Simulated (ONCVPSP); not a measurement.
## Reading a pseudo-wave (H (Z = 1))

Columns: radius, all-electron u(r) and pseudo u(r) of the 1s shell (level -6.35 eV) of hydrogen in the configuration 1s1; LDA (Perdew-Wang 92), scalar-relativistic, ONCV scheme, ONCVPSP 4.0.1.

```
r (bohr)  all-electron  pseudo
   0.060        0.1046  0.0819
   0.120        0.1971  0.1619
   0.180        0.2783  0.2385
   0.240        0.3496  0.3107
   0.300        0.4115  0.3779
   0.360        0.4652  0.4399
   0.420        0.5114  0.4964
   0.480        0.5508  0.5467
   0.540        0.5840  0.5901
   0.600        0.6118  0.6257
   0.660        0.6347  0.6529
   0.720        0.6532  0.6722
   0.780        0.6676  0.6844
   0.840        0.6786  0.6912
   0.900        0.6864  0.6944
   0.960        0.6914  0.6955
   1.020        0.6938  0.6954
   1.080        0.6941  0.6944
   1.140        0.6923  0.6924
   1.200        0.6889  0.6889
   1.260        0.6838  0.6838
   1.320        0.6775  0.6775
   1.380        0.6700  0.6699
   1.440        0.6614  0.6614
   1.500        0.6519  0.6519
   1.560        0.6417  0.6417
```

Task: How many radial nodes do the two functions have?

Result: The all-electron 1s function has n − l − 1 = 0; the pseudo-wave has 0.

Task: At about which radius was the pseudo-wave matched?

Result: 1.20 bohr. The columns agree to 0.0005 from 1.08 bohr on; several derivatives are matched, so the curves merge somewhat inside the radius.

Task: Is the pseudo-wave norm-conserving?

Result: Yes: the ONCV scheme keeps the norm inside the radius equal to the all-electron one, which fixes the energy derivative of the logarithmic derivative at the level.
